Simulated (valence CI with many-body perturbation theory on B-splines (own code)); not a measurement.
## Forbidden lines of Ir38+

Level of theory: configuration interaction combined with many-body perturbation theory (CI+MBPT): three valence electrons over a frozen Dirac-Fock core [Kr], radial functions for each j: 9 s, 9 p, 10 d, 8 f, 5 g, 3 h, 1 i, with the one-electron correlation potential Σ1, the two-electron term Σ2, the three-electron term Σ3, Breit, model QED; selected CI, second order for the rest (own B-spline code, finite nucleus).

No measured spectrum was set against this ion. As an estimate, large intervals hold to a few tenths of a per cent, small ones and those within an open d or f shell to about a per cent. Only levels of the ground parity were solved; by the run's estimate the other parity begins above the list, which can be wrong where configurations are misplaced.

Lines 1 to 50 of 53 in falling wavelength, among levels below 644710 cm⁻¹, chosen from the decays that carry over 1 % of a level's rate. Wavelengths and rates use the calculated energies. Electric multipoles are in the length gauge, E1 and E2 with the static RPA response of the core. Weak lines are less certain than strong ones. Lines between different terms over intervals too small for the method are left out, as are lines whose strength nearly cancels. The highest levels of a list are the least certain.

Levels are named by their leading jj configuration (3d3/2^4 stands for four electrons in 3d with j = 3/2), which in mixed levels can hold well under half, so a name can repeat and another be missing. Letters in brackets count levels of one name in rising energy.

| λ vac (Å) | Upper | Lower | Type | A (s⁻¹) | Branch % |
| --- | --- | --- | --- | --- | --- |
| 45750 | (4d3/2^2 4d5/2) J=9/2 | (4d3/2^2 4d5/2) J=7/2 | M1 | 7.50e-02 | 99.7 |
| 2986 | (4d3/2^2 4d5/2) J=7/2 | (4d3/2^2 4d5/2) J=5/2 [a] | M1 | 5.12e+02 | 94.0 |
| 1342 | (4d3/2^2 4d5/2) J=5/2 [b] | (4d3/2^2 4d5/2) J=7/2 | M1 | 4.17e+02 | 3.2 |
| 1331 | (4d3/2 4d5/2^2) J=7/2 [b] | (4d3/2 4d5/2^2) J=7/2 [a] | M1 | 9.50e+02 | 1.7 |
| 1137 | (4d3/2^2 4d5/2) J=5/2 [b] | (4d3/2^2 4d5/2) J=3/2 | M1 | 2.34e+03 | 18.1 |
| 1035 | (4d3/2 4d5/2^2) J=3/2 [b] | (4d3/2 4d5/2^2) J=1/2 | M1 | 2.06e+03 | 1.7 |
| 941.1 | (4d3/2 4d5/2^2) J=3/2 [b] | (4d3/2 4d5/2^2) J=3/2 [a] | M1 | 3.35e+03 | 2.7 |
| 926.5 | (4d3/2 4d5/2^2) J=3/2 [a] | (4d3/2^2 4d5/2) J=5/2 [b] | M1 | 3.22e+03 | 1.5 |
| 926.0 | (4d3/2^2 4d5/2) J=5/2 [b] | (4d3/2^2 4d5/2) J=5/2 [a] | M1 | 6.81e+02 | 5.3 |
| 925.0 | (4d5/2^3) J=3/2 | (4d3/2 4d5/2^2) J=3/2 [b] | M1 | 4.67e+03 | 2.0 |
| 812.3 | (4d3/2 4d5/2^2) J=5/2 [a] | (4d3/2^2 4d5/2) J=5/2 [b] | M1 | 1.88e+04 | 17.2 |
| 704.1 | (4d5/2^3) J=5/2 | (4d3/2 4d5/2^2) J=3/2 [b] | M1 | 1.19e+04 | 4.0 |
| 670.3 | (4d3/2 4d5/2^2) J=5/2 [b] | (4d3/2^2 4d5/2) J=5/2 [b] | M1 | 2.82e+04 | 41.0 |
| 654.8 | (4d5/2^3) J=9/2 | (4d3/2 4d5/2^2) J=11/2 | M1 | 7.14e+03 | 3.3 |
| 654.4 | (4d3/2 4d5/2^2) J=7/2 [a] | (4d3/2^2 4d5/2) J=7/2 | M1 | 3.30e+04 | 18.6 |
| 651.7 | (4d3/2 4d5/2^2) J=7/2 [b] | (4d3/2^2 4d5/2) J=5/2 [b] | M1 | 6.84e+03 | 12.3 |
| 642.2 | (4d3/2^2 4d5/2) J=5/2 [a] | (4d3/2^3) J=3/2 | M1 | 9.35e+04 | 100.0 |
| 602.6 | (4d3/2 4d5/2^2) J=9/2 | (4d3/2^2 4d5/2) J=9/2 | M1 | 6.43e+04 | 62.6 |
| 594.8 | (4d3/2 4d5/2^2) J=9/2 | (4d3/2^2 4d5/2) J=7/2 | M1 | 3.84e+04 | 37.4 |
| 577.7 | (4d5/2^3) J=3/2 | (4d3/2 4d5/2^2) J=5/2 [b] | M1 | 7.19e+03 | 3.2 |
| 569.0 | (4d3/2^2 4d5/2) J=3/2 | (4d3/2^3) J=3/2 | M1 | 7.55e+04 | 99.8 |
| 559.9 | (4d3/2 4d5/2^2) J=3/2 [a] | (4d3/2^2 4d5/2) J=1/2 | M1 | 2.23e+04 | 10.3 |
| 541.2 | (4d5/2^3) J=9/2 | (4d3/2 4d5/2^2) J=9/2 | M1 | 8.57e+04 | 39.7 |
| 536.8 | (4d3/2 4d5/2^2) J=7/2 [a] | (4d3/2^2 4d5/2) J=5/2 [a] | M1 | 1.45e+05 | 81.3 |
| 531.2 | (4d3/2 4d5/2^2) J=1/2 | (4d3/2^2 4d5/2) J=1/2 | M1 | 1.30e+05 | 93.8 |
| 528.5 | (4d3/2^2 4d5/2) J=7/2 | (4d3/2^3) J=3/2 | E2 | 3.27e+01 | 6.0 |
| 518.0 | (4d3/2^2 4d5/2) J=1/2 | (4d3/2^3) J=3/2 | M1 | 2.84e+04 | 99.2 |
| 510.4 | (4d3/2 4d5/2^2) J=3/2 [a] | (4d3/2^2 4d5/2) J=3/2 | M1 | 1.30e+05 | 60.0 |
| 506.0 | (4d3/2 4d5/2^2) J=5/2 [a] | (4d3/2^2 4d5/2) J=7/2 | M1 | 4.87e+03 | 4.5 |
| 505.1 | (4d3/2 4d5/2^2) J=11/2 | (4d3/2^2 4d5/2) J=9/2 | M1 | 4.26e+04 | 99.5 |
| 502.1 | (4d5/2^3) J=3/2 | (4d3/2 4d5/2^2) J=5/2 [a] | M1 | 7.56e+04 | 33.1 |
| 499.8 | (4d5/2^3) J=9/2 | (4d3/2 4d5/2^2) J=7/2 [a] | M1 | 1.21e+05 | 56.2 |
| 493.2 | (4d5/2^3) J=5/2 | (4d3/2 4d5/2^2) J=7/2 [b] | M1 | 2.84e+04 | 9.7 |
| 488.4 | (4d5/2^3) J=3/2 | (4d3/2 4d5/2^2) J=1/2 | M1 | 5.35e+04 | 23.5 |
| 486.5 | (4d3/2 4d5/2^2) J=1/2 | (4d3/2^2 4d5/2) J=3/2 | M1 | 7.61e+03 | 5.5 |
| 483.0 | (4d5/2^3) J=5/2 | (4d3/2 4d5/2^2) J=5/2 [b] | M1 | 4.53e+04 | 15.4 |
| 473.7 | (4d3/2 4d5/2^2) J=5/2 [a] | (4d3/2^2 4d5/2) J=3/2 | M1 | 7.29e+04 | 66.8 |
| 466.9 | (4d3/2 4d5/2^2) J=3/2 [b] | (4d3/2^2 4d5/2) J=5/2 [b] | M1 | 7.31e+04 | 59.4 |
| 466.5 | (4d5/2^3) J=3/2 | (4d3/2 4d5/2^2) J=3/2 [a] | M1 | 8.53e+04 | 37.4 |
| 463.1 | (4d3/2 4d5/2^2) J=3/2 [a] | (4d3/2^2 4d5/2) J=5/2 [a] | M1 | 5.96e+04 | 27.5 |
| 447.0 | (4d3/2 4d5/2^2) J=5/2 [b] | (4d3/2^2 4d5/2) J=7/2 | M1 | 3.57e+04 | 51.9 |
| 442.9 | (4d3/2 4d5/2^2) J=7/2 [b] | (4d3/2^2 4d5/2) J=9/2 | M1 | 2.02e+04 | 36.3 |
| 438.7 | (4d3/2 4d5/2^2) J=7/2 [b] | (4d3/2^2 4d5/2) J=7/2 | M1 | 2.29e+04 | 41.0 |
| 432.7 | (4d3/2 4d5/2^2) J=5/2 [a] | (4d3/2^2 4d5/2) J=5/2 [a] | M1 | 1.13e+04 | 10.3 |
| 429.0 | (4d5/2^3) J=5/2 | (4d3/2 4d5/2^2) J=5/2 [a] | M1 | 7.42e+04 | 25.3 |
| 402.8 | (4d5/2^3) J=5/2 | (4d3/2 4d5/2^2) J=3/2 [a] | M1 | 8.42e+04 | 28.7 |
| 388.8 | (4d3/2 4d5/2^2) J=5/2 [b] | (4d3/2^2 4d5/2) J=5/2 [a] | M1 | 3.76e+03 | 5.5 |
| 382.5 | (4d3/2 4d5/2^2) J=7/2 [b] | (4d3/2^2 4d5/2) J=5/2 [a] | M1 | 4.36e+03 | 7.8 |
| 379.2 | (4d3/2^2 4d5/2) J=5/2 [b] | (4d3/2^3) J=3/2 | M1 | 9.40e+03 | 72.7 |
| 359.8 | (4d5/2^3) J=5/2 | (4d3/2 4d5/2^2) J=7/2 [a] | M1 | 4.57e+04 | 15.6 |
